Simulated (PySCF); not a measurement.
Isomers of C5H12Si2, from PySCF 2.14.0, PBE0-D3(BJ)/def2-SVP geometry optimisation, gas phase. One conformer each, no zero-point energy, no frequencies.

Question: Which isomer lies lower at this level?
A. `[CH2:1]=[CH:2][CH2:3][SiH2:4]/[CH:5]=[CH:6]\[SiH3:7]` with C1–C2–C3–Si4 105°, C2–C3–Si4–C5 49°, C3–Si4–C5–C6 59°: A = 2481, B = 937.8, C = 838.4 MHz, dipole 0.45 D
B. `[SiH3:1][CH2:2][SiH:3]1[CH2:4][CH:5]=[CH:6][CH2:7]1` with Si1–C2–Si3–C4 172°: A = 4000, B = 939.7, C = 833.1 MHz, dipole 0.90 D

Answer: B. That is `[SiH3]C[SiH]1CC=CC1`, 37.6 kcal/mol below the other.

```csv
SMILES,mapped SMILES,E (Eh),relative (kcal/mol),relative (kJ/mol),dipole (D)
[SiH3]C[SiH]1CC=CC1,[SiH3:1][CH2:2][SiH:3]1[CH2:4][CH:5]=[CH:6][CH2:7]1,-775.94461,0.0,0.0,0.90
C=CC[SiH2]/C=C\[SiH3],[CH2:1]=[CH:2][CH2:3][SiH2:4]/[CH:5]=[CH:6]\[SiH3:7],-775.88477,37.6,157.1,0.45
```
